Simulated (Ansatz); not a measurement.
A structure relaxed at B3LYP-D4/def2-SVP in Ansatz, charge 0, doublet:

```xyz
7

Pd   -0.5022   -1.2034   -0.3789
Pd    1.2951    0.3935    1.1853
Pd    1.1608    0.7763   -1.4658
Pd   -1.0464    1.3573    0.2111
H    -0.0414    1.8120   -1.0381
H    -1.3664   -2.1134    0.5453
H     0.5004   -1.0224    0.9412
```

(1) Give its formula.

(2) Summarise the bond lengths by kind (pairs closer than 1.2 times the sum of covalent radii, bridged metal pairs left out).

## Answers

(1) the cluster Pd4H3.

(2) 4 × Pd–Pd 2.68 to 2.80 Å; 5 × H–Pd 1.56 to 1.67 Å.

In the def2 sets Pd takes a core potential; there is no spin–orbit coupling. Another isomer (doublet) lies 0.27 eV lower at PBE0-D4/def2-TZVP; other spin states weren't run for this one.
